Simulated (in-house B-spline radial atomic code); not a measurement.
Checks on a self-consistent run for Ta⁶⁺, [Kr] 4d10 (4f5/2)5 (4f7/2)8 5s2 (5p1/2)2 (5p3/2)3 5d1. Computed with a radial B-spline atomic code at the basis-set limit: Dirac-Hartree-Fock, average of the jj configuration, Fermi nucleus of rms radius 5.3507 fm.

| orbital | q | ε (Eh) | <1/r> | <r²> | small-component weight |
| --- | --- | --- | --- | --- | --- |
| 1s1/2 | 2 | -2496.35897 | 85.3934 | 0.000478693 | 0.075589 |
| 2s1/2 | 2 | -436.57420 | 20.7556 | 0.00730932 | 0.017111 |
| 2p1/2 | 2 | -416.44198 | 20.6786 | 0.00524625 | 0.017131 |
| 2p3/2 | 4 | -369.66430 | 17.4884 | 0.00644499 | 0.01552 |
| 3s1/2 | 2 | -104.79679 | 7.63167 | 0.0476413 | 0.0056363 |
| 3p1/2 | 2 | -95.87555 | 7.53368 | 0.0438982 | 0.0055642 |
| 3p3/2 | 4 | -85.65945 | 6.71386 | 0.050459 | 0.0051098 |
| 3d3/2 | 4 | -70.79584 | 6.58854 | 0.0393247 | 0.0049681 |
| 3d5/2 | 6 | -68.62441 | 6.39162 | 0.0411701 | 0.0048372 |
| 4s1/2 | 2 | -25.12024 | 3.18287 | 0.237074 | 0.0018204 |
| 4p1/2 | 2 | -21.37787 | 3.07105 | 0.245517 | 0.0017313 |
| 4p3/2 | 4 | -19.01708 | 2.7996 | 0.279657 | 0.0015722 |
| 4d3/2 | 4 | -12.82821 | 2.58121 | 0.306604 | 0.0013772 |
| 4d5/2 | 6 | -12.45956 | 2.51594 | 0.319226 | 0.0013341 |
| 4f5/2 | 5 | -4.73927 | 2.0865 | 0.436952 | 0.00096096 |
| 4f7/2 | 8 | -4.68045 | 2.06254 | 0.446168 | 0.00094436 |
| 5s1/2 | 2 | -6.09362 | 1.24858 | 1.28288 | 0.00041291 |
| 5p1/2 | 2 | -4.86813 | 1.14396 | 1.49954 | 0.00035613 |
| 5p3/2 | 3 | -4.49215 | 1.06031 | 1.69749 | 0.00032041 |
| 5d3/2 | 0.4 | -2.91088 | 0.839861 | 2.61077 | 0.00020973 |
| 5d5/2 | 0.6 | -2.84991 | 0.819336 | 2.7221 | 0.00020088 |

Electron-electron repulsion V_ee = 5596.2650 hartree.

Question: What total energy follows from the eigenvalues?

Answer: The eigenvalues count the repulsion twice, so E = Σqε - V_ee = -10010.869 - 5596.265 = -15607.134 hartree; the run printed -15607.134.

Question: Does the Dirac virial theorem hold?

Answer: For a point nucleus E = -2c²Σq·w, with w the small-component weight. Here Σq·w = 0.41545 and c = 137.0360, so the ratio E/(-2c²Σq·w) is 1.000246; the finite nucleus accounts for the departure from 1.

Question: What diamagnetic shielding (Lamb formula) and susceptibility (Langevin formula) do the radii give?

Answer: σ = (α²/3)Σq<1/r> = 530.352/(3·137.036²) = 9414 ppm, and χ = -0.79199×10⁻⁶·Σq<r²> = -19.92×10⁻⁶ cm³/mol with Σq<r²> = 25.156 bohr². Both are non-relativistic formulas without the paramagnetism of open shells; for so heavy an element the full relativistic shielding is larger by tens of per cent.
